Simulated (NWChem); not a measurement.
System: I, doublet

NWChem input:

```
start job
memory heap 200 mb stack 900 mb global 1100 mb
geometry units angstroms noautoz
  I      0.000000     0.000000     0.000000
end
basis spherical
  * library def2-svp
end
ecp
  I library def2-ecp
end
dft
  odft
  mult 2
  xc m06-l
  iterations 150
  mulliken
end
task dft energy
```

Parts of the log:

```
             Northwest Computational Chemistry Package (NWChem) 7.3.0
             --------------------------------------------------------

                             Geometry "geometry" -> ""
                             -------------------------

 Output coordinates in angstroms (scale by  1.889725989 to convert to a.u.)

  No.       Tag          Charge          X              Y              Z
 ---- ---------------- ---------- -------------- -------------- --------------
    1 I                   53.0000     0.00000000     0.00000000     0.00000000

 Effective nuclear repulsion energy (a.u.)       0.0000000000

                                 NWChem DFT Module
                                 -----------------

 Summary of "ao basis" -> "ao basis" (spherical)
 ------------------------------------------------------------------------------
       Tag                 Description            Shells   Functions and Types
 ---------------- ------------------------------  ------  ---------------------
 I                          def2-svp                10       26   4s4p2d

            General Information
            -------------------
          SCF calculation type: DFT
          Wavefunction type:  spin polarized.
          No. of atoms     :     1
          No. of electrons :    25
           Alpha electrons :    13
            Beta electrons :    12
          Charge           :     0
          Spin multiplicity:     2
          Use of symmetry is: off; symmetry adaption is: off
          Maximum number of iterations: 150
          AO basis - number of functions:    26
                     number of shells:    10
          Convergence on energy requested:  1.00D-06
          Convergence on density requested:  1.00D-05
          Convergence on gradient requested:  5.00D-04

              XC Information
              --------------
                        M06-L Method XC Functional
                         M06-L Exchange Functional  1.000
                       M06-L Correlation Potential  1.000

             Grid Information
             ----------------
          Grid used for XC integration:  medium
          Radial quadrature: Mura-Knowles
          Angular quadrature: Lebedev.
          Tag              B.-S. Rad. Rad. Pts. Rad. Cut. Ang. Pts.
          ---              ---------- --------- --------- ---------
          I                   1.40      123           5.0       590
          Grid pruning is: on
          Number of quadrature shells:   123
          Spatial weights used:  Erf1

      Superposition of Atomic Density Guess
      -------------------------------------

 Sum of atomic energies:        -347.12711987

      Non-variational initial energy
      ------------------------------

 Total energy =    -296.500214
 1-e energy   =    -517.409208
 2-e energy   =     220.908994
 HOMO         =      -0.341749
 LUMO         =       0.405552

     ---------------------------------------------
      Total Density - Mulliken Population Analysis
     ---------------------------------------------

    Atom       Charge   Shell Charges
 -----------   ------   -------------------------------------------------------
    1 I   25    25.00   1.83  0.22  1.26  0.69  2.94  3.11  2.38  2.57  9.83  0.17

     --------------------------------------------
      Spin Density - Mulliken Population Analysis
     --------------------------------------------

    Atom       Charge   Shell Charges
 -----------   ------   -------------------------------------------------------
    1 I   25     1.00   0.00  0.00  0.00  0.00 -0.03  0.04  0.48  0.51  0.00 -0.00

   convergence    iter        energy       DeltaE   RMS-Dens  Diis-err
 ---------------- ----- ----------------- --------- --------- ---------
 d= 0,ls=0.0,diis     1   -297.8403151205 -2.98D+02  6.57D-03  1.88D-02
                                                     4.23D-02  1.73D-02
 d= 0,ls=0.5,diis     2   -297.8382160162  2.10D-03  1.94D-03  6.08D-03
                                                     2.12D-03  3.21D-03
 d= 0,ls=0.5,diis     3   -297.8377234831  4.93D-04  1.67D-03  1.72D-03
                                                     2.12D-03  1.11D-03
 d= 0,ls=0.5,diis     4   -297.8391912708 -1.47D-03  7.34D-04  2.50D-04
                                                     7.21D-04  1.41D-04
 d= 0,ls=0.5,diis     5   -297.8394031394 -2.12D-04  3.01D-04  4.28D-05
                                                     3.88D-04  3.76D-05
  Resetting Diis
 d= 0,ls=0.5,diis     6   -297.8394490123 -4.59D-05  1.46D-04  6.62D-06
                                                     1.71D-04  6.41D-06
 d= 0,ls=0.5,diis     7   -297.8394570266 -8.01D-06  4.59D-05  6.92D-07
                                                     6.63D-05  1.18D-06
 d= 0,ls=0.5,diis     8   -297.8394582030 -1.18D-06  2.58D-05  1.60D-07
                                                     3.40D-05  2.74D-07
 d= 0,ls=0.5,diis     9   -297.8394584971 -2.94D-07  1.18D-05  3.03D-08
                                                     1.53D-05  5.46D-08
 d= 0,ls=0.5,diis    10   -297.8394585553 -5.82D-08  4.99D-06  5.33D-09
                                                     6.88D-06  1.09D-08

         Total DFT energy =     -297.839458566498
      One electron energy =     -517.341163176283
           Coulomb energy =      241.862261124713
    Exchange-Corr. energy =      -22.360556514928
 Nuclear repulsion energy =        0.000000000000

 Numeric. integr. density =       25.000000681364

                    DFT Final Alpha Molecular Orbital Analysis
                    ------------------------------------------

 Vector   11  Occ=1.000000D+00  E=-2.991052D-01
              MO Center=  1.6D-14,  7.9D-15,  2.9D-14, r^2= 1.9D+00
   Bfn.  Coefficient  Atom+Function         Bfn.  Coefficient  Atom+Function
  ----- ------------  ---------------      ----- ------------  ---------------
    13      0.544828  1 I  pz                16      0.444165  1 I  pz
    12      0.312142  1 I  py                15      0.254470  1 I  py
    10     -0.216197  1 I  pz                 7     -0.175493  1 I  pz
    11     -0.151831  1 I  px                 9     -0.123863  1 I  py
    14     -0.123778  1 I  px                 6     -0.100543  1 I  py

 Vector   12  Occ=1.000000D+00  E=-2.574458D-01
              MO Center= -1.7D-15,  3.7D-14,  8.3D-14, r^2= 2.0D+00
   Bfn.  Coefficient  Atom+Function         Bfn.  Coefficient  Atom+Function
  ----- ------------  ---------------      ----- ------------  ---------------
    12      0.418697  1 I  py                15      0.379765  1 I  py
    13     -0.325526  1 I  pz                11     -0.307337  1 I  px
    16     -0.295257  1 I  pz                14     -0.278759  1 I  px
     9     -0.170364  1 I  py                 6     -0.137476  1 I  py
    10      0.132454  1 I  pz                 8      0.125053  1 I  px

 Vector   13  Occ=1.000000D+00  E=-2.574452D-01
              MO Center= -4.8D-16,  4.5D-14,  8.4D-14, r^2= 2.0D+00
   Bfn.  Coefficient  Atom+Function         Bfn.  Coefficient  Atom+Function
  ----- ------------  ---------------      ----- ------------  ---------------
    11      0.510441  1 I  px                14      0.462925  1 I  px
    12      0.335730  1 I  py                15      0.304477  1 I  py
     8     -0.207688  1 I  px                 5     -0.167595  1 I  px
     9     -0.136602  1 I  py                 6     -0.110232  1 I  py
    13     -0.050098  1 I  pz                16     -0.045434  1 I  pz

 Vector   14  Occ=0.000000D+00  E= 2.223268D-01
              MO Center=  6.5D-14, -9.0D-14, -1.5D-13, r^2= 3.2D+00
   Bfn.  Coefficient  Atom+Function         Bfn.  Coefficient  Atom+Function
  ----- ------------  ---------------      ----- ------------  ---------------
     3      2.377897  1 I  s                  4     -2.086277  1 I  s
     2     -0.438318  1 I  s                  1     -0.352398  1 I  s

 Vector   15  Occ=0.000000D+00  E= 3.578682D-01
              MO Center=  5.9D-16, -7.6D-15, -1.5D-13, r^2= 3.5D+00
   Bfn.  Coefficient  Atom+Function         Bfn.  Coefficient  Atom+Function
  ----- ------------  ---------------      ----- ------------  ---------------
    13      1.229403  1 I  pz                16     -1.109219  1 I  pz
    12      0.704339  1 I  py                15     -0.635485  1 I  py
    11     -0.342599  1 I  px                14      0.309107  1 I  px
    10     -0.258494  1 I  pz                 7     -0.210125  1 I  pz
     9     -0.148094  1 I  py                 6     -0.120383  1 I  py

 Vector   16  Occ=0.000000D+00  E= 3.588629D-01
              MO Center= -7.6D-14,  1.4D-13,  2.3D-13, r^2= 1.7D+00
   Bfn.  Coefficient  Atom+Function         Bfn.  Coefficient  Atom+Function
  ----- ------------  ---------------      ----- ------------  ---------------
    23      0.753899  1 I  d -1              24      0.605542  1 I  d  0
    25      0.366709  1 I  d  1              18     -0.302033  1 I  d -1
    19     -0.242597  1 I  d  0              22     -0.210088  1 I  d -2
    26     -0.164863  1 I  d  2              20     -0.146914  1 I  d  1
    17      0.084167  1 I  d -2               4     -0.076942  1 I  s

                     DFT Final Beta Molecular Orbital Analysis
                     -----------------------------------------

 Vector   10  Occ=1.000000D+00  E=-6.293434D-01
              MO Center=  1.2D-13, -2.0D-13, -3.3D-13, r^2= 1.2D+00
   Bfn.  Coefficient  Atom+Function         Bfn.  Coefficient  Atom+Function
  ----- ------------  ---------------      ----- ------------  ---------------
     3      0.906451  1 I  s                  1     -0.400716  1 I  s
     2     -0.368787  1 I  s                  4      0.357768  1 I  s

 Vector   11  Occ=1.000000D+00  E=-2.453665D-01
              MO Center=  2.6D-14, -2.0D-14, -2.4D-14, r^2= 2.0D+00
   Bfn.  Coefficient  Atom+Function         Bfn.  Coefficient  Atom+Function
  ----- ------------  ---------------      ----- ------------  ---------------
    11      0.499431  1 I  px                14      0.475568  1 I  px
    12      0.325133  1 I  py                15      0.309604  1 I  py
     8     -0.205855  1 I  px                 5     -0.165590  1 I  px
     9     -0.134014  1 I  py                 6     -0.107801  1 I  py
    13     -0.047100  1 I  pz                16     -0.044844  1 I  pz

 Vector   12  Occ=1.000000D+00  E=-2.453659D-01
              MO Center=  2.3D-14, -1.8D-14, -2.6D-14, r^2= 2.0D+00
   Bfn.  Coefficient  Atom+Function         Bfn.  Coefficient  Atom+Function
  ----- ------------  ---------------      ----- ------------  ---------------
    12      0.410203  1 I  py                15      0.390490  1 I  py
    13     -0.317784  1 I  pz                16     -0.302512  1 I  pz
    11     -0.297016  1 I  px                14     -0.282741  1 I  px
     9     -0.169065  1 I  py                 6     -0.135996  1 I  py
    10      0.130975  1 I  pz                 8      0.122415  1 I  px

 Vector   13  Occ=0.000000D+00  E=-2.362625D-01
              MO Center= -7.5D-14,  1.8D-13,  3.1D-13, r^2= 2.0D+00
   Bfn.  Coefficient  Atom+Function         Bfn.  Coefficient  Atom+Function
  ----- ------------  ---------------      ----- ------------  ---------------
    16      0.494034  1 I  pz                13      0.488006  1 I  pz
    15      0.283042  1 I  py                12      0.279585  1 I  py
    10     -0.204712  1 I  pz                 7     -0.163730  1 I  pz
    14     -0.137674  1 I  px                11     -0.135999  1 I  px
     9     -0.117283  1 I  py                 6     -0.093803  1 I  py

 Vector   14  Occ=0.000000D+00  E= 2.287707D-01
              MO Center= -2.8D-15,  5.3D-14,  1.1D-13, r^2= 3.2D+00
   Bfn.  Coefficient  Atom+Function         Bfn.  Coefficient  Atom+Function
  ----- ------------  ---------------      ----- ------------  ---------------
     3      2.380133  1 I  s                  4     -2.086843  1 I  s
     2     -0.438950  1 I  s                  1     -0.353044  1 I  s

 Vector   15  Occ=0.000000D+00  E= 3.652231D-01
              MO Center=  1.5D-14, -3.6D-14, -6.1D-14, r^2= 3.3D+00
   Bfn.  Coefficient  Atom+Function         Bfn.  Coefficient  Atom+Function
  ----- ------------  ---------------      ----- ------------  ---------------
    13      1.252616  1 I  pz                16     -1.088012  1 I  pz
    12      0.717774  1 I  py                15     -0.623452  1 I  py
    11     -0.348934  1 I  px                14      0.303082  1 I  px
    10     -0.267698  1 I  pz                 7     -0.217312  1 I  pz
     9     -0.153397  1 I  py                 6     -0.124524  1 I  py

     ---------------------------------------------
      Total Density - Mulliken Population Analysis
     ---------------------------------------------

    Atom       Charge   Shell Charges
 -----------   ------   -------------------------------------------------------
    1 I   25    25.00   1.83  0.22  1.34  0.60  2.95  3.10  2.43  2.52  9.81  0.19

     --------------------------------------------
      Spin Density - Mulliken Population Analysis
     --------------------------------------------

    Atom       Charge   Shell Charges
 -----------   ------   -------------------------------------------------------
    1 I   25     1.00  -0.00  0.00  0.00 -0.00 -0.04  0.04  0.55  0.44 -0.01  0.01

     -------------------------------------------
      Total Density - Lowdin Population Analysis
     -------------------------------------------

    Atom       Charge   Shell Charges
 -----------   ------   -------------------------------------------------------
    1 I   25    25.00   1.25  0.74  1.10  0.91  2.78  3.17  2.41  2.64  9.50  0.51

     ------------------------------------------
      Spin Density - Lowdin Population Analysis
     ------------------------------------------

    Atom       Charge   Shell Charges
 -----------   ------   -------------------------------------------------------
    1 I   25     1.00  -0.00  0.00  0.00 -0.00  0.00  0.06  0.46  0.48 -0.01  0.01

   alpha - beta orbital overlaps
   -----------------------------

   alpha      1      2      3      4      5      6      7      8      9     10
    beta      1      2      3      4      5      6      7      8      9     10
 overlap   1.000  1.000  1.000  1.000  1.000  1.000  1.000  0.987  0.987  0.999

   alpha     11     12     13     14     15     16     17     18     19     20
    beta     13     12     11     14     15     22     21     20     17     16
 overlap   0.999  1.000  1.000  1.000  0.999  0.999  1.000  1.000  1.000  1.000

   alpha     21     22     23     24     25     26
    beta     18     19     23     25     24     26
 overlap   0.989  0.989  1.000  1.000  1.000  1.000

     --------------------------
     Expectation value of S2:
     --------------------------
      <S2> =      0.7518 (Exact =     0.7500)
```

Level: M06-L/def2-SVP with def2 effective core potentials on I, spin-unrestricted. The open p shell is one determinant without spherical averaging. No stability test was run on the SCF state. def2 effective core potentials on I; no spin-orbit coupling.
